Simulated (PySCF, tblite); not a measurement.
One entry of a table of gas-phase calculations, keyed by method. Lists by class give the value and the number of equivalent atoms.

```json
{
 "formula": "C9H6FP",
 "smiles": "Fc1cpc2ccccc2c1",
 "charge": 0,
 "multiplicity": 1,
 "geometry_level": "GFN2-xTB",
 "electronic_structure_code": "PySCF",
 "results": {
  "GFN2-xTB geometry": {
   "point_group": "Cs",
   "rotational_constants_GHz": [1.922, 0.779, 0.554]
  },
  "PBE0/pcSseg-1 ground state and GIAO shieldings, non-relativistic": {
   "dipole_D": 2.03,
   "homo_eV": -6.56,
   "lumo_eV": -2.19,
   "shift_vs_computed_TMS_C_by_class_ppm": [
    [170.5, 1],
    [157.6, 1],
    [156.0, 1],
    [141.7, 1],
    [140.6, 1],
    [136.7, 1],
    [135.0, 1],
    [128.9, 1],
    [122.6, 1]
   ],
   "shift_vs_computed_TMS_H_by_class_ppm": [
    [9.34, 1],
    [8.75, 1],
    [8.27, 1],
    [8.07, 1],
    [7.87, 1],
    [7.84, 1]
   ],
   "shielding_other_nuclei_by_class_ppm": [
    ["F", 268.9, 1],
    ["P", 66.2, 1]
   ]
  },
  "GFN2-xTB harmonic vibrations, gas phase": {
   "strongest_ir_bands_cm-1_km_per_mol_modes": [
    [1018.9, 49.1, 1],
    [1127.2, 95.7, 1],
    [1501.9, 78.2, 1],
    [1562.2, 36.3, 1],
    [3083.5, 42.4, 1],
    [3092.9, 58.0, 1]
   ],
   "zpe_kcal_per_mol": 74.7
  }
 }
}
```

A dipole of 2.03 D is allowed in Cs, and pure rotational transitions are dipole-allowed. With B = h/(8π²I), that is 505.379 GHz u Å² over I, the principal moments of inertia are 263.0, 648.9 and 912.0 u Å² (most abundant isotopes); the inertial defect Ic − Ia − Ib is 0.1 u Å² (zero for a rigid planar frame, negative otherwise). The zero-point energy, half the sum of the 45 harmonic wavenumbers, equals 26110 cm⁻¹ or 312 kJ/mol. The dipole matches unit charges of opposite sign 0.42 Å apart (1 e·Å = 4.8032 D).

